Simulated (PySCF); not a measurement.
A structure optimised at PBE-D3(BJ)/def2-SVP, used in a PySCF frequency run:

```xyz
3

Sb     0.0000     0.0000     0.9349
Br     0.0000    -1.9605    -0.6811
Br     0.0000     1.9605    -0.6811
```
Charge 0, spin multiplicity 2.

### Question
Write its SMILES, formula and point group.

### Answer
[Br][Sb][Br], Br₂Sb, C2v

### Question
What are its rotational constants (standard atomic weights)?

### Answer
2.8004, 0.82279, 0.63594 GHz
